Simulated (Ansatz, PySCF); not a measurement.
Pair of molecules: NH3 (SMILES N) (first 4 atoms) with CH5N (SMILES CN); geometry from B3LYP-D3(BJ)/def2-TZVP, rigid monomers moved along the line of their centres of mass till H2···N6 is 2.53 Å.
(charge 0, multiplicity 1):
```tsv
atom	x (Å)	y (Å)	z (Å)
N	0.3039	-0.1805	0.2000
H	0.1075	0.3243	1.0642
H	0.6198	0.4951	-0.4866
H	-0.5733	-0.5587	-0.1396
C	-0.0499	-0.6714	3.9667
N	0.1583	0.7208	3.5585
H	0.4909	-1.3239	3.2810
H	-1.1102	-0.9136	3.8806
H	0.2687	-0.9008	4.9912
H	1.1358	0.9739	3.6429
H	-0.3652	1.3551	4.1495
```

Counterpoise-corrected where a basis set is named; no monomer relaxation. Rows marked so take none.

Rows in 6-31G* carry no dispersion term and start afresh at each structure (6-31G* with six Cartesian d functions).

The values were computed with Ansatz (a first-principles code); PySCF for 6-31G* rows, the dispersion terms. Each number belongs to the level named beside it.

Question: Estimate the interaction energy that r2SCAN-D4/def2-TZVPPD returns for this input.

Answer: -143 meV

Question: Estimate the interaction energy that PBE0-D3(BJ)/def2-TZVPPD returns for this input.

Answer: -152 meV

Question: Give the interaction energy at the level M06-2X/6-31G* (no counterpoise).

Answer: -195 meV
